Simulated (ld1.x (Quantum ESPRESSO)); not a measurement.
Ranking RRKJ potentials for palladium

All share these settings but for the change named:

palladium (Pd), norm-conserving RRKJ (Kleinman–Bylander form), made with ld1.x (Quantum ESPRESSO) 7.5 (PBE, scalar-relativistic). Core [Ar] 3d10, reference 4s2 4p6 4d10 5s0 5p0. Waves: 4p (bound): rc 1.65 bohr; 4d (bound): rc 1.45 bohr; 4s (bound): rc 1.20 bohr. Local part: the s channel. Core correction: Bessel-smoothed model core, default radius (core density twice the valence density). rho0 = 0.01.

Cutoff: the first of the cutoffs (Ry, on a coarse ladder) from which the occupation-weighted sum of valence levels, in a spherical-Bessel basis at the reference potential, stays within 10 and 1 mRy of its value at 400 Ry; the density cutoff is not measured.

The base gives 110 Ry.

Of 6 variants that were run, those that failed, showed a ghost or another fault, or gave nearly equal values are left out.

A variant can come out equal or close to the base.

Question: Rank these variants from softest to hardest (loose cutoff).
A. all radii but the core radius scaled by about 1.14 (s 1.38, p 1.88, d 1.66 bohr)
B. all radii but the core radius scaled by about 1.03 (s 1.24, p 1.70, d 1.50 bohr)
C. all radii but the core radius scaled by about 1.23 (s 1.48, p 2.02, d 1.78 bohr)
D. all radii but the core radius scaled by about 0.88 (s 1.06, p 1.46, d 1.28 bohr)

Answer: C (60 Ry), A (80 Ry), B (100 Ry), D (140 Ry).
